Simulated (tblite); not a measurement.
Problem. What does the GFN2-xTB structure of `FC[Si]1([S])CCC1` [radical] look like in three dimensions? (Doublet state.)

Solution. 
Z-matrix in Å and degrees, rows numbered from 1:
```
F 
C   1  1.3745
Si  2  1.9252  1  110.96
S   3  2.0817  2  109.80  1   178.53
C   3  1.9304  2  115.27  1    40.82
C   5  1.5362  3   91.55  2  -120.46
C   6  1.5362  5  100.15  3    10.55
H   2  1.0915  1  107.03  3   121.73
H   2  1.0914  1  107.05  3  -121.74
H   5  1.0852  3  116.29  2   121.34
H   5  1.0866  3  112.48  2    -5.11
H   6  1.0882  5  113.07  3   131.16
H   6  1.0883  5  110.95  3  -106.66
H   7  1.0855  3  115.92  2  -122.15
H   7  1.0866  3  112.86  2     4.35
```

The 4-membered ring Si3–C5–C6–C7 has internal angles of 75.2° to 100.1° (sum 358°, against 360° for a flat polygon); it is slightly puckered (a soft mode that the optimisation may not have finished), 0.07 Å rms from its mean plane, widest ring torsion 11°. Si3 (silicon bonded to 3 C and S) has angles from 75.2° to 119.0°.

Structure optimised with GFN2-xTB, isolated species. This method treats the open shell by occupation alone, without spin polarisation.

Point group: near Cs, missed by 0.08 Å at most; the miss may be what the optimiser left on a soft mode. Its GFN2-xTB frequencies are all real (lowest 44 cm⁻¹). Torsions: F1–C2–Si3–S4 179°, C2–Si3–C5–C6 -120°, Si3–C5–C6–C7 11°, C5–C6–C7–Si3 -11°, C2–Si3–C7–C6 120°. 3 starts were optimised and ended at 0.00, 0.04 and 1.06 kcal/mol (GFN2-xTB); the lowest of these is shown.

One conformer stands for the species.

The numbers are calculated, not measured.
